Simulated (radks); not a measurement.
Values are calculated unless marked as measured or tabulated.
Q: Species: Ni II. Configuration: [Ar] 3d9. Level of theory: Dirac Kohn-Sham, PBEsol, spin-unpolarised, spherical densities, point nucleus; open shells fill j = l - 1/2 first (a radial shooting solver on a logarithmic mesh with Libxc functionals). Some entries of the table are withheld. Estimate them.

orbital  occ.  eigenvalue (eV)  <r^2> (bohr^2)  <r> (bohr)
1s1/2       2              (1)        0.003940     0.05412
2s1/2       2        -982.9773         0.07085      0.2449
2p1/2       2        -858.0965             (2)      0.2132
2p3/2       4        -840.6306             (3)      0.2164
3s1/2       2              (4)          0.6414      0.7445
3p1/2       2         -76.0790          0.7185      0.7789
3p3/2       4         -73.9042          0.7382      0.7895
3d3/2       4         -13.0692           1.562       1.066
3d5/2       5         -12.8478           1.591       1.075

A: 
(1) 1s1/2 eigenvalue (eV): -8205.653
(2) 2p1/2 <r^2> (bohr^2): 0.05589
(3) 2p3/2 <r^2> (bohr^2): 0.05746
(4) 3s1/2 eigenvalue (eV): -113.9630
